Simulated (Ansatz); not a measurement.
Reactions of `CS[SiH](Cl)Cl`.

Computed with Ansatz on PBE0-D4/def2-TZVP structures; ΔE is electronic, products minus reactants. CBS: MP2 limit from def2 TZ/QZ plus the TZ coupled-cluster correction, frozen cores. This one scheme is used for every species. Functionals use def2-TZVPP. Each species was taken in one conformer, which may not be the lowest.

```
                                           reaction  PBE-D4 (kcal/mol)  CCSD(T)/CBS(def2) (kcal/mol)
       `CS[SiH](Cl)Cl` + H–F → `CS[SiH](F)Cl` + HCl               -8.4                          -9.6
`CS[SiH](Cl)Cl` + `CCBS` → `CCBSC` + `S[SiH](Cl)Cl`                0.5                           0.4
    `CS[SiH](Cl)Cl` + CH₃OH → `CO[SiH](Cl)SC` + HCl                0.6                          -1.6
               `CS[SiH](Cl)Cl` → `Cl[Si]Cl` + CH₃SH               48.5                          51.1
                  `CS[SiH](Cl)Cl` → Cl₂ + `CS[SiH]`              120.0                         126.6
     `CS[SiH](Cl)Cl` + H–F → `F[SiH](Cl)Cl` + CH₃SH              -15.1                         -17.6
```

Largest T1 diagnostic: 0.016, for `CS[SiH]`.
